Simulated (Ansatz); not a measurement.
GeS (SMILES [S]=[Ge]), singlet, geometry from GFN2-xTB; PBE0/def2-SVPD run with Ansatz (a first-principles code).

Here is a job for Ansatz.
Ansatz 0.2 input:
```yaml
crystal:
  periodic: [false, false, false]
  atoms:
    - {symbol: Ge, position_ang: [-0.00000000, -0.00000000, -0.67834772]}
    - {symbol: S, position_ang: [0.00000000, 0.00000000, 1.35669544]}
basis:
  gaussian:
    orbitals: def2-SVPD
hamiltonian:
  xc: pbe0
accuracy: high
```

Task: Write the output that Ansatz gives for this input, abridged.

Result: 
```
Functional definition: PBE0
1061 factors; integrals over basis functions are off by at most 4.3e-9 eV
mean field evaluation 1: about -67330.6365 eV, gradient 2.7e1 eV
mean field evaluation 2: about -67309.5791 eV, gradient 8.0e1 eV
mean field evaluation 4: about -67333.0149 eV, gradient 2.4e0 eV
mean field evaluation 8: about -67333.0787 eV, gradient 1.2e-1 eV
mean field evaluation 16: about -67333.0788 eV, gradient 8.4e-7 eV
mean field -67333.07878269 eV, -2474.4450052637 hartree, gradient 5.4e-9 eV, S^2 0.000000; 0 other end points of the search recorded, 0 dependent functions left out
reference -67333.07878466 eV, -2474.4450053364 hartree; 24, 24 occupied and 41, 41 virtual orbitals, 1061 factors
Total energy: -67333.07878466 eV, -2474.4450053364 hartree
```
